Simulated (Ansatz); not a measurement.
Cost and result up the ladder for Zr(NH2)Cl3 (ZrNCl₃H₂) (7 atoms). Charge 0, multiplicity 1. Geometry: PBE-D4/def2-SVP.

Cartesian coordinates in Å:
```
Zr -0.6142 0.1162 0.3795
N 1.1055 -0.1730 -0.6064
H 1.6563 0.5536 -1.0807
H 1.5588 -1.0830 -0.7580
Cl -0.6572 2.3783 1.0209
Cl -0.6583 -1.4381 2.1464
Cl -2.3909 -0.3540 -1.1016
```

Ansatz on 2 threads of Arm Neoverse V2 on a shared host. Times are rough, and most runs start from the orbitals of an earlier one. ωB97X-V/def2-TZVP serves as the yardstick here, not as an exact answer. Differences are given only for rows in sets of like size (and for xTB, whose basis is part of the method), since another set adds its own error. Binding counts from free atoms at the same level (Zr triplet, N quartet, H doublet, Cl doublet; other spins of the atoms weren't run), without zero-point energy or a counterpoise term.

In the def2 sets Zr takes a core potential; there is no spin–orbit coupling. HSE06 is defined as in plane-wave codes, on full-range PBE exchange. Correlated methods freeze 16 core orbitals; core or outer-core shells of Zr are correlated, in sets that lack core-valence functions.

Correlated methods converge slowly with the basis.

```
                level  functions  wall time  binding energy per atom (eV)  difference from ωB97X-V/def2-TZVP (eV)
LDA (SPW92)/def2-TZVP        194      1.8 s                          4.55                                    0.55
     PBE0-D4/def2-SVP        109      2.7 s                          4.03                                       –
    PBE0-D4/def2-TZVP        194      4.7 s                          3.98                                   -0.02
   HSE06-D4/def2-TZVP        194      4.9 s                          3.98                                   -0.02
   BHLYP-D4/def2-TZVP        194      5.5 s                          3.79                                   -0.21
   PBE0-D4/def2-TZVPD        233      7.5 s                          3.98                                   -0.02
    ωB97X-V/def2-TZVP        194       14 s                          4.00                                    0.00
     B97M-V/def2-TZVP        194       15 s                          4.02                                    0.02
    CCSD(T)/def2-TZVP        194    2.3 min                          3.84                                   -0.16
```
